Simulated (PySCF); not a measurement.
2-methylbut-2-ene (C₅H₁₀), SMILES CC=C(C)C. The structure is a stationary point at B3LYP-D3(BJ)/def2-SVP.

The numbers are results of B3LYP-D3(BJ)/def2-SVP (PySCF), not measurements.

Harmonic wavenumbers (cm⁻¹): 122, 150, 184, 266, 297, 387, 456, 528, 780, 827, 955, 965, 1004, 1050, 1064, 1091, 1130, 1237, 1351, 1395, 1403, 1406, 1444, 1451, 1455, 1463, 1467, 1469, 1756, 3006, 3013, 3015, 3063, 3067, 3068, 3116, 3120, 3132, 3142. Rotational constants (GHz): 8.021, 3.497, 2.551; symmetry number 1.

Problem. Work out the zero-point energy and the ideal-gas rigid-rotor harmonic-oscillator thermochemistry at 298.15 K and 1 atm.

Solution. ZPE = ½ Σ hcν = ½ × 59297 cm⁻¹ = 84.77 kcal/mol. H − E(el) = 89.69 kcal/mol. Entropy in cal/(mol K): translation 38.66, rotation 25.91, vibration 14.65, total 79.22. G − E(el) = 66.07 kcal/mol. Cp = 25.96 cal/(mol K). Modes under 150 cm⁻¹ make the vibrational entropy uncertain.
